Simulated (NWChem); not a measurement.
System: GeF cation, singlet

The following NWChem deck was run.

```
start job
memory heap 200 mb stack 900 mb global 1100 mb
charge 1
geometry units angstroms noautosym nocenter noautoz
  F      0.000000     0.000000    -1.332319
  Ge     0.000000     0.000000     0.376597
end
basis spherical
  F library def2-svp
  Ge library def2-svp
end
dft
  xc pbe0
  iterations 150
end
property
  efieldgrad
end
task dft property
```

Excerpt of the output:

```
             Northwest Computational Chemistry Package (NWChem) 7.3.0
             --------------------------------------------------------

                             Geometry "geometry" -> ""
                             -------------------------

 Output coordinates in angstroms (scale by  1.889725989 to convert to a.u.)

  No.       Tag          Charge          X              Y              Z
 ---- ---------------- ---------- -------------- -------------- --------------
    1 F                    9.0000     0.00000000     0.00000000    -1.33231900
    2 Ge                  32.0000     0.00000000     0.00000000     0.37659700

 Effective nuclear repulsion energy (a.u.)      89.1811228357

                              NWChem Property Module
                              ----------------------

  itol2e modified to match energy
  convergence criterion.

                                 NWChem DFT Module
                                 -----------------

 Summary of "ao basis" -> "ao basis" (spherical)
 ------------------------------------------------------------------------------
       Tag                 Description            Shells   Functions and Types
 ---------------- ------------------------------  ------  ---------------------
 F                          def2-svp                 6       14   3s2p1d
 Ge                         def2-svp                12       32   5s4p3d

  itol2e modified to match energy
  convergence criterion.

            General Information
            -------------------
          SCF calculation type: DFT
          Wavefunction type:  closed shell.
          No. of atoms     :     2
          No. of electrons :    40
           Alpha electrons :    20
            Beta electrons :    20
          Charge           :     1
          Spin multiplicity:     1
          Use of symmetry is: off; symmetry adaption is: off
          Maximum number of iterations: 150
          AO basis - number of functions:    46
                     number of shells:    18
          Convergence on energy requested:  1.00D-07
          Convergence on density requested:  1.00D-05
          Convergence on gradient requested:  5.00D-04

              XC Information
              --------------
                         PBE0 Method XC Functional
                     Hartree-Fock (Exact) Exchange  0.250
          PerdewBurkeErnzerhof Exchange Functional  0.750
            Perdew 1991 LDA Correlation Functional  1.000 local
           PerdewBurkeErnz. Correlation Functional  1.000 non-local

             Grid Information
             ----------------
          Grid used for XC integration:  fine
          Radial quadrature: Mura-Knowles
          Angular quadrature: Lebedev.
          Tag              B.-S. Rad. Rad. Pts. Rad. Cut. Ang. Pts.
          ---              ---------- --------- --------- ---------
          F                   0.50       70           7.0       590
          Ge                  1.25      140           6.0       974
          Grid pruning is: on
          Number of quadrature shells:   210
          Spatial weights used:  Erf1

      Superposition of Atomic Density Guess
      -------------------------------------

 Sum of atomic energies:       -2174.33600174

 Renormalizing density from      41.00 to     40

      Non-variational initial energy
      ------------------------------

 Total energy =   -2141.617985
 1-e energy   =   -3133.338830
 2-e energy   =     902.539722
 HOMO         =      -0.875819
 LUMO         =      -0.432271

   convergence    iter        energy       DeltaE   RMS-Dens  Diis-err
 ---------------- ----- ----------------- --------- --------- ---------
 d= 0,ls=0.0,diis     1  -2175.4413724231 -2.26D+03  4.86D-02  8.03D+00
 d= 0,ls=0.0,diis     2  -2174.4784061710  9.63D-01  3.96D-02  1.83D+01
 d= 0,ls=0.0,diis     3  -2175.6927257913 -1.21D+00  1.30D-02  2.00D+00
 d= 0,ls=0.0,diis     4  -2175.8571535316 -1.64D-01  1.89D-03  4.13D-03
 d= 0,ls=0.0,diis     5  -2175.8574853092 -3.32D-04  5.48D-04  1.67D-03
  Resetting Diis
 d= 0,ls=0.0,diis     6  -2175.8576807335 -1.95D-04  3.35D-05  5.25D-06
 d= 0,ls=0.0,diis     7  -2175.8576813072 -5.74D-07  8.44D-06  1.04D-07
 d= 0,ls=0.0,diis     8  -2175.8576812911  1.60D-08  5.39D-06  2.98D-07

         Total DFT energy =    -2175.857681291131
      One electron energy =    -3198.059180754674
           Coulomb energy =     1021.883788070961
    Exchange-Corr. energy =      -88.863411443130
 Nuclear repulsion energy =       89.181122835712

 Numeric. integr. density =       40.000000179357

                       DFT Final Molecular Orbital Analysis
                       ------------------------------------

 Vector   18  Occ=2.000000D+00  E=-7.016292D-01
              MO Center= -2.5D-09,  1.9D-09, -1.2D+00, r^2= 6.4D-01
   Bfn.  Coefficient  Atom+Function         Bfn.  Coefficient  Atom+Function
  ----- ------------  ---------------      ----- ------------  ---------------
     4      0.506610  1 F  px                 5     -0.395492  1 F  py
     7     -0.339020  1 F  px                 8      0.264661  1 F  py
    26     -0.111154  2 Ge px                27      0.086774  2 Ge py
    29     -0.069701  2 Ge px                23      0.060224  2 Ge px
    30      0.054413  2 Ge py                45     -0.049458  2 Ge d  1

 Vector   19  Occ=2.000000D+00  E=-7.016292D-01
              MO Center= -1.9D-10,  2.1D-10, -1.2D+00, r^2= 6.4D-01
   Bfn.  Coefficient  Atom+Function         Bfn.  Coefficient  Atom+Function
  ----- ------------  ---------------      ----- ------------  ---------------
     5      0.506610  1 F  py                 4      0.395492  1 F  px
     8     -0.339020  1 F  py                 7     -0.264661  1 F  px
    27     -0.111154  2 Ge py                26     -0.086774  2 Ge px
    30     -0.069701  2 Ge py                24      0.060224  2 Ge py
    29     -0.054413  2 Ge px                43      0.049458  2 Ge d -1

 Vector   20  Occ=2.000000D+00  E=-6.555470D-01
              MO Center= -2.1D-09, -7.1D-10,  5.1D-02, r^2= 2.2D+00
   Bfn.  Coefficient  Atom+Function         Bfn.  Coefficient  Atom+Function
  ----- ------------  ---------------      ----- ------------  ---------------
    18      0.652380  2 Ge s                  6      0.436031  1 F  pz
    17     -0.359642  2 Ge s                  9     -0.295641  1 F  pz
    28      0.289323  2 Ge pz                19      0.202300  2 Ge s
    25     -0.160120  2 Ge pz                31      0.083191  2 Ge pz
    16      0.073588  2 Ge s                 34      0.071912  2 Ge d  0

 Vector   21  Occ=0.000000D+00  E=-3.676580D-01
              MO Center= -9.7D-10,  9.3D-10,  3.6D-01, r^2= 2.3D+00
   Bfn.  Coefficient  Atom+Function         Bfn.  Coefficient  Atom+Function
  ----- ------------  ---------------      ----- ------------  ---------------
    27      0.432153  2 Ge py                26      0.417890  2 Ge px
    30      0.384662  2 Ge py                29      0.371966  2 Ge px
    24     -0.212224  2 Ge py                23     -0.205220  2 Ge px
     5      0.151906  1 F  py                 4      0.146892  1 F  px
     8     -0.125306  1 F  py                 7     -0.121171  1 F  px

 Vector   22  Occ=0.000000D+00  E=-3.676580D-01
              MO Center=  4.8D-09, -8.9D-09,  3.6D-01, r^2= 2.3D+00
   Bfn.  Coefficient  Atom+Function         Bfn.  Coefficient  Atom+Function
  ----- ------------  ---------------      ----- ------------  ---------------
    26      0.432153  2 Ge px                27     -0.417890  2 Ge py
    29      0.384662  2 Ge px                30     -0.371966  2 Ge py
    23     -0.212224  2 Ge px                24      0.205220  2 Ge py
     4      0.151906  1 F  px                 5     -0.146892  1 F  py
     7     -0.125306  1 F  px                 8      0.121171  1 F  py

 Vector   23  Occ=0.000000D+00  E=-2.374765D-01
              MO Center= -3.8D-09,  1.3D-09,  3.3D-01, r^2= 3.0D+00
   Bfn.  Coefficient  Atom+Function         Bfn.  Coefficient  Atom+Function
  ----- ------------  ---------------      ----- ------------  ---------------
    31      0.779425  2 Ge pz                28      0.438583  2 Ge pz
     3      0.399574  1 F  s                  6     -0.260243  1 F  pz
    18     -0.235185  2 Ge s                  9      0.221059  1 F  pz
    25     -0.217899  2 Ge pz                19     -0.172973  2 Ge s
    44      0.160583  2 Ge d  0               2      0.140361  1 F  s

     Multipole analysis of the density
     ---------------------------------

     L   x y z        total         alpha         beta         nuclear
     -   - - -        -----         -----         ----         -------
     0   0 0 0      1.000000    -20.000000    -20.000000     41.000000

     1   1 0 0      0.000000      0.000000      0.000000      0.000000
     1   0 1 0     -0.000000     -0.000000     -0.000000      0.000000
     1   0 0 1      1.200204      0.543190      0.543190      0.113824

     2   2 0 0    -11.861888     -5.930944     -5.930944      0.000000
     2   1 1 0     -0.000000     -0.000000     -0.000000      0.000000
     2   1 0 1      0.000000      0.000000      0.000000      0.000000
     2   0 2 0    -11.861888     -5.930944     -5.930944      0.000000
     2   0 1 1     -0.000000     -0.000000     -0.000000      0.000000
     2   0 0 2    -13.922662    -43.589871    -43.589871     73.257081

          -----------------------
          Electric field gradient
          -----------------------

 1 a.u. = 0.324123 10**(16) esu/cm**3  ( or statvolts/cm**2 ) = 0.97174 10**(22) v/m**2

 ------------------------------------------------------------
   Atom      X         Y         Z
 ------------------------------------------------------------
    1 F    0.00000   0.00000  -2.51772
 ------------------------------------------------------------

 Electric field gradient in molecular frame (a.u.)
         XX             YY             ZZ             XY             XZ             YZ
 ------------------------------------------------------------------------------------------
        0.377507       0.377507      -0.755014      -0.000000       0.000000      -0.000000

 Principal components (a.u.) and orientation
 of principal axis w.r.t. absolute frame                      Asymmetry parameter eta
 --------------------------------------------------------------------------------------
       -0.755014       0.377507       0.377507                       0.000000

       -0.000000       0.765085       0.643929
        0.000000      -0.643929       0.765085
        1.000000       0.000000       0.000000

 ------------------------------------------------------------
   Atom      X         Y         Z
 ------------------------------------------------------------
    2 Ge   0.00000   0.00000   0.71167
 ------------------------------------------------------------

 Electric field gradient in molecular frame (a.u.)
         XX             YY             ZZ             XY             XZ             YZ
 ------------------------------------------------------------------------------------------
       -1.531244      -1.531244       3.062489       0.000000      -0.000000       0.000000

 Principal components (a.u.) and orientation
 of principal axis w.r.t. absolute frame                      Asymmetry parameter eta
 --------------------------------------------------------------------------------------
        3.062489      -1.531245      -1.531244                       0.000000

       -0.000000       0.728570       0.684971
        0.000000      -0.684971       0.728570
        1.000000       0.000000       0.000000
```

Level: PBE0/def2-SVP. Low-valent species are run as closed-shell singlets; no triplet was tried in these runs. Geometry: optimised at PBE-D3(BJ)/def2-SVP. NWChem prints the field gradient with the sign opposite to the second derivative of the potential.
